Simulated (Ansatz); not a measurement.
Mean bond length (Å) of eight silicon and germanium compounds: PBE-D3(BJ) beside PBE0-D3(BJ), computed with Ansatz (a quantum-chemistry and plane-wave program) for isolated molecules in the bases named; differences from unrounded values. The eight are the first of their class met in an unordered collection, after screening for sound electronic states; none was chosen by its value. Each level has its own optimised geometry.

```csv
molecule,basis,PBE0-D3(BJ)
"GeCl2, SMILES [Cl][Ge][Cl] (connectivity only; charge and spin as stated), neutral, multiplicity 1",def2-TZVP,2.182
"GeF3Br, SMILES [F][Ge]([F])([F])[Br]",def2-SVP,1.841
"C2H6GeO3, SMILES C[C](=O)[GeH]([OH])[OH]",def2-SVP,1.367
"Si(F)2(Cl)(Me) (CH₃ClF₂Si), SMILES C[Si](F)(F)Cl",def2-SVP,1.485
"Si(H)(PH2)3 (H7P3Si), SMILES P[SiH](P)P",def2-SVP,1.688
"CH3FO2Si2, SMILES O=C1O[Si@H](F)[SiH2]1",def2-SVP,1.627
"Si(Cl)(Me)(SiH3)2 (CH9ClSi3), SMILES C[Si]([SiH3])([SiH3])Cl",def2-SVP,1.611
"Ge(H)2(vinyl)(NH2) (C2H7GeN), SMILES C=[CH][GeH2][NH2]",def2-SVP,1.353
```

Problem. Estimate the PBE-D3(BJ) values and say how PBE-D3(BJ) differs from PBE0-D3(BJ) over the set. (An estimate is asked for; the answer gives what the named calculation found.)

Solution. 
| molecule | PBE-D3(BJ) | difference |
|---|---|---|
| GeCl2, SMILES [Cl][Ge][Cl] (connectivity only; charge and spin as stated), neutral, multiplicity 1 | 2.206 | 0.024 |
| GeF3Br, SMILES [F][Ge]([F])([F])[Br] | 1.863 | 0.023 |
| C2H6GeO3, SMILES C[C](=O)[GeH]([OH])[OH] | 1.381 | 0.015 |
| Si(F)2(Cl)(Me) (CH₃ClF₂Si), SMILES C[Si](F)(F)Cl | 1.497 | 0.012 |
| Si(H)(PH2)3 (H7P3Si), SMILES P[SiH](P)P | 1.701 | 0.014 |
| CH3FO2Si2, SMILES O=C1O[Si@H](F)[SiH2]1 | 1.642 | 0.015 |
| Si(Cl)(Me)(SiH3)2 (CH9ClSi3), SMILES C[Si]([SiH3])([SiH3])Cl | 1.621 | 0.010 |
| Ge(H)2(vinyl)(NH2) (C2H7GeN), SMILES C=[CH][GeH2][NH2] | 1.365 | 0.012 |
PBE-D3(BJ) lies below PBE0-D3(BJ) in 0 and above it in 8 of the eight; the mean signed difference is 0.016 and the largest 0.024 Å.
